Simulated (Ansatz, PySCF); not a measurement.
Gas-phase reaction (SMILES): F[Si](Cl)(Cl)Cl [trichloro(fluoro)silane] + F (HF) -> F[Si](F)(Cl)Cl [dichloro(difluoro)silane] + Cl (HCl); hydrogen fluoride cleaves one Si-Cl bond, a model of a ligand-exchange step.

Each molecule is optimised on its own at B3LYP-D3(BJ)/def2-TZVP (Ansatz, a first-principles code). Valence correlation only, unless marked. Spin-orbit coupling is left out. No relativistic terms. CBS(X,Y): correlation extrapolated as X^-3; Hartree-Fock from the larger set (for Q and 5 zeta extrapolated as (X+1)exp(-9√X)). Thermal terms are rigid-rotor harmonic-oscillator values from B3LYP-D3(BJ) frequencies (Ansatz or PySCF) at 298.15 K and 1 atm. 1 Eh = 627.5095 kcal/mol.

```json
[
 {"species": "F[Si](Cl)(Cl)Cl", "E, CCSD(T)/CBS(cc-pV(Q+d)Z,cc-pV(5+d)Z) (Ansatz) (Eh)": "-1768.42500", "E, r2SCAN-D4/def2-TZVPD (Ansatz + dftd4) (Eh)": "-1770.11597", "H - E (Eh)": "0.01555"},
 {"species": "F (HF)", "E, CCSD(T)/CBS(cc-pV(Q+d)Z,cc-pV(5+d)Z) (Ansatz) (Eh)": "-100.39528", "E, r2SCAN-D4/def2-TZVPD (Ansatz + dftd4) (Eh)": "-100.44728", "H - E (Eh)": "0.01259"},
 {"species": "F[Si](F)(Cl)Cl", "E, CCSD(T)/CBS(cc-pV(Q+d)Z,cc-pV(5+d)Z) (Ansatz) (Eh)": "-1408.46213", "E, r2SCAN-D4/def2-TZVPD (Ansatz + dftd4) (Eh)": "-1409.79717", "H - E (Eh)": "0.01647"},
 {"species": "Cl (HCl)", "E, CCSD(T)/CBS(cc-pV(Q+d)Z,cc-pV(5+d)Z) (Ansatz) (Eh)": "-460.37772", "E, r2SCAN-D4/def2-TZVPD (Ansatz + dftd4) (Eh)": "-460.78611", "H - E (Eh)": "0.01000"}
]
```

Question: Work out ΔE and ΔH at 298.15 K at the first level, then ΔH at the second.

Answer: 
1. ΔE = [(-1408.46213) + (-460.37772)] - [(-1768.42500) + (-100.39528)] = -0.01957 Eh = -12.3 kcal/mol at CCSD(T)/CBS(cc-pV(Q+d)Z,cc-pV(5+d)Z).
2. The terms H - E add up to -0.00167 Eh, so ΔH = (-0.01957 + (-0.00167))×627.5095 = -13.3 kcal/mol.
3. At r2SCAN-D4/def2-TZVPD the same steps give ΔE = -12.6 and ΔH = -13.6 kcal/mol, a shift of -0.3 from the first level.
4. These values are not checked against measurement here, since the tables used lack a sound gas-phase enthalpy of formation for at least one species.
